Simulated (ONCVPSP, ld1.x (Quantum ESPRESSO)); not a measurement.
# Pseudopotentials across the periodic table

Generated with ld1.x 7.5 (TM, RRKJ, ultrasoft, PAW), atompaw 4.2 or ONCVPSP 4.0.1. The cutoff is in Ry: for ld1.x and atompaw files where the sum of valence levels is converged to 10 mRy in a Bessel basis, for ONCV files where the hardest occupied wave has 1 mHa per electron of residual kinetic energy. The error is the largest all-electron minus pseudo excitation energy over each file’s own four to seven test configurations (ionisations up to +4, promotions, holes and added fractions of an electron), all of which were solved. The labels leave out finer settings (local radius, basis sizes, second energies), which also bear on the numbers. Spin-polarised tests are not counted. The rows are a selection from randomly drawn settings: files with unsolved tests, undetermined cutoffs or missed reference levels are left out.

A true bound ghost makes a file unfit for plane-wave use even where its test errors are small: the radial tests pick states by their node count and pass the ghost by.

```tsv
element	potential	cutoff (Ry)	largest error (meV)	bound ghosts
O	ONCV, PBE, scalar-relativistic, rc 0.95/1.50/1.35 (spd), local smoothed, core correction yes, reference 2s2 2p2, qcut 5.9/10.7/8.4, projectors 2/1/2	321	+354	none
V	ONCV, PBEsol, scalar-relativistic, rc 1.30/1.30/2.30 (spd), local smoothed, core correction yes, reference 3s2 3p6 3d3.5 4s1.5, qcut 11.8/8.9/6.2, projectors 2/2/2	81	+70	none
Ge	ONCV, Wu-Cohen, scalar-relativistic, rc 1.50/2.35 (sp), local smoothed, core correction yes, reference 4s2 4p1, qcut 3.7/3.1, projectors 3/2	29	-109	s
Ag	ONCV, PBE, scalar-relativistic, rc 2.50/2.35/1.60 (spd), local smoothed, core correction yes, reference 4d10 5s1, qcut 2.6/3.1/11.6, projectors 3/2/3	67	-332	none
Ir	ONCV, PBE, scalar-relativistic, rc 2.40/1.95/2.15 (spd), local smoothed, core correction yes, reference 5p6 5d7 6s1 6p1, qcut 2.8/7.9/6, projectors 3/2/2	30	-19	s
Pb	TM, PBE, scalar-relativistic, rc 1.55/2.65 (sp), local p, core correction yes, reference 6s2 6p2	50	-604	none
```

Fill in the row for Pb: ONCV, PBE, scalar-relativistic, rc 1.40/1.80/1.45 (spd), local smoothed, core correction yes, reference 5s2 5p6 5d10 6s2 6p2, qcut 7.3/7.3/12.7, projectors 2/2/2.

cutoff 75 Ry, largest error -29 meV, bound ghosts: none.

Fill in the row for Ir: ONCV, PBEsol, fully relativistic, rc 1.75/1.40/1.55/0.55 (spdf), local smoothed, core correction yes, reference 4f13 5s2 5p6 5d8 6s2, qcut 7.9/10.8/7/33.8, projectors 2/2/2/2.

cutoff 904 Ry, largest error -629 meV, bound ghosts: s, p3/2, p1/2.
